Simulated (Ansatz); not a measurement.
Molecule: SnI, charge 1, multiplicity 1. SMILES: [Sn+][I]
Structure (B3LYP-D3(BJ)/def2-TZVP (Ansatz, an electronic-structure program) minimum search):
```
Sn
I 1 2.6161
```
Charge +1, spin multiplicity 1.

Property: vertical electron affinity (to the doublet state of charge +0; a negative value means that the extra electron is unbound and the number depends on the basis; each state is the SCF solution reached for its spin), in eV. Valence correlation only, unless marked. Open shells are spin-unrestricted. Spin-orbit coupling is left out. The frozen core is the preceding noble-gas configuration, with the filled d and f shells of earlier blocks. In def2 rows, elements after Kr have scalar-relativistic effective core potentials. CBS marks a two-point X^-3 extrapolation of the correlation energy; Hartree-Fock from the larger set.

```csv
level,program,vertical electron affinity (eV)
SVWN5/def2-TZVPD,Ansatz,6.77
PBE/def2-TZVPD,Ansatz,6.63
B3LYP/def2-TZVPD,Ansatz,6.75
PBE0/def2-TZVPD,Ansatz,6.80
BHLYP/def2-TZVPD,Ansatz,6.78
wB97X-V/def2-TZVPD,Ansatz,6.81
```

**Question.** What does CCSD(T)/CBS(def2-TZVPPD,def2-QZVPPD) (Ansatz) give?

**Answer.** 6.76 eV
